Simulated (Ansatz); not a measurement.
Consider the ligand exchange at the Si–C bond: `[BH2][GeH2][CH2][SiH3]` + `O[Si]S` → `[SiH3]O[Si]S` + `[BH2][GeH2][CH3]`.

Gas-phase electronic energies from Ansatz, PBE0-D4/def2-TZVP geometries. CBS: MP2 limit from def2 TZ/QZ plus the TZ coupled-cluster correction, frozen cores. This one scheme is used for every species. DFT in def2-TZVPP. B3LYP here is the variant with VWN-RPA as its local correlation; programs differ in this. For Ge outer-core shells are correlated without core-valence functions, which leaves a few kJ/mol of doubt a bond. Scalar relativity is left out up to krypton. One conformer a species, not always the lowest.

CCSD(T)/CBS gives -95.6 kJ/mol.

Q: Another level gave -86.3 kJ/mol. Which?
A. PBE/def2-TZVPP
B. B3LYP/def2-TZVPP
C. PBE0/def2-TZVPP
D. r2SCAN/def2-TZVPP

A: A. PBE -86.3, B3LYP -104.4, r2SCAN -96.5, PBE0 -90.6 kJ/mol.

Largest T1 diagnostic among the species: 0.015.

From PBE to PBE0 (25 % exact exchange), in def2-TZVPP and without D4, ΔE moves by −4.3 kJ/mol. In def2-TZVPP, CCSD(T) changes the Hartree–Fock value by +23.3 kJ/mol (the triples alone add +3.1 kJ/mol) and MP2 by +22.5 kJ/mol.
